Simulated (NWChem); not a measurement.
# CuPH3I; SMILES [PH3]->[Cu][I]

```xyz
6

Cu    -0.0013     0.9071     0.0001
I     -0.0034    -1.4987     0.0000
P      0.0075     3.1021    -0.0002
H      1.0266     3.7908    -0.7074
H      0.1167     3.7969     1.2321
H     -1.1079     3.8044    -0.5256
```
Atoms are numbered in this order, from 1.

Level: PBE0/def2-SVP with def2 effective core potentials on I (NWChem), optimised geometry, unscaled harmonic frequencies. def2 effective core potentials on I; no spin-orbit coupling.

Problem. List the harmonic frequencies with IR intensities, and the thermochemistry.

Solution. 
| frequency (cm⁻¹) | IR intensity (km/mol) |
|---|---|
| 63 | 0.1 |
| 63 | 0.1 |
| 202 | 15.6 |
| 344 | 0.0 |
| 416 | 1.3 |
| 417 | 1.3 |
| 1004 | 115.3 |
| 1115 | 5.7 |
| 1116 | 5.7 |
| 2464 | 40.5 |
| 2479 | 7.8 |
| 2479 | 7.8 |

The zero-point energy comes out as 17.4 kcal/mol and the thermal correction to the enthalpy at 298.15 K (with zero-point energy) comes out as 21.8 kcal/mol. The heat capacity Cv is 17.1 cal/(mol K) and the entropy at 298.15 K and 1 atm (symmetry number 3) comes out as 80.0 cal/(mol K).

Rigid rotor and harmonic oscillator; modes under 100 cm⁻¹ make the entropy uncertain.
